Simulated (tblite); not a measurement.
Compound: F2H3S2Si2 (doublet state).
Numbering: `[F:1][Si:2]([F:3])([S:4])[S:5][SiH3:6]` (hydrogens: H7, H8, H9 on Si6)

Computed with GFN2-xTB (tblite), gas phase: L-BFGS steps from a force-field or distance-geometry start until the largest atomic force falls under 0.01 eV/Å.

Step 59: E = -574.1588 eV
```
atom  x, y, z in Å  |  force x, y, z in eV/Å
F1     -0.7262    1.3358    1.0008    0.021  -0.010  -0.015
Si2    -1.5499    0.5446   -0.1200   -0.003   0.045   0.046
F3     -2.4973    1.7072   -0.6503   -0.014  -0.013  -0.007
S4     -2.4520   -1.1892    0.5361   -0.010  -0.027   0.001
S5     -0.1983    0.1062   -1.7327    0.030  -0.022  -0.019
Si6     1.6184   -0.5404   -0.7227    0.006   0.072   0.022
H7      1.9916    0.5165    0.2048   -0.004   0.002  -0.002
H8      1.3153   -1.7940   -0.0540   -0.061  -0.047   0.022
H9      2.5119   -0.6807   -1.8560    0.035  -0.001  -0.046
```

Step 60: E = -574.1595 eV
```
atom  x, y, z in Å  |  force x, y, z in eV/Å
F1     -0.7210    1.3331    1.0004    0.022  -0.002  -0.015
Si2    -1.5456    0.5435   -0.1205   -0.025   0.026   0.040
F3     -2.4944    1.7057   -0.6501   -0.010  -0.023   0.004
S4     -2.4392   -1.1946    0.5399   -0.004  -0.002  -0.010
S5     -0.1995    0.1080   -1.7387    0.028  -0.009  -0.022
Si6     1.6133   -0.5361   -0.7227    0.027   0.043   0.015
H7      1.9872    0.5206    0.2047   -0.007  -0.001  -0.003
H8      1.2958   -1.7892   -0.0591   -0.047  -0.039   0.029
H9      2.5170   -0.6850   -1.8479    0.017   0.007  -0.037
```

Problem. Estimate the geometry and energy of step 61. (The exact step hangs on the optimiser's Hessian estimate; all steps are aligned on step 60, rigid shifts and turns removed.)

Solution. E = -574.1599 eV, largest force 0.043 eV/Å
```
atom  x, y, z in Å  |  force x, y, z in eV/Å
F1     -0.7162    1.3316    0.9991    0.023   0.007  -0.008
Si2    -1.5445    0.5429   -0.1190   -0.017   0.011   0.011
F3     -2.4922    1.7053   -0.6503   -0.011  -0.022   0.010
S4     -2.4323   -1.1979    0.5405   -0.007   0.001  -0.009
S5     -0.1999    0.1061   -1.7406    0.014   0.006  -0.017
Si6     1.6125   -0.5334   -0.7222    0.027   0.018   0.014
H7      1.9839    0.5242    0.2060   -0.007  -0.012  -0.010
H8      1.2828   -1.7864   -0.0620   -0.026  -0.021   0.027
H9      2.5195   -0.6865   -1.8455    0.004   0.012  -0.018
```

The energy changes by -0.0004 eV. The first-order estimate −F·Δx gives -0.0006 eV and the mean of the old and new forces, exact on a quadratic surface, -0.0004 eV. The step makes an angle of 74° with the force vector and moves no atom by more than 0.014 Å.

What follows is the cost of the whole relaxation. Time: 0.62 s of wall time. Hardware: Arm Neoverse V1, one thread, shared host.
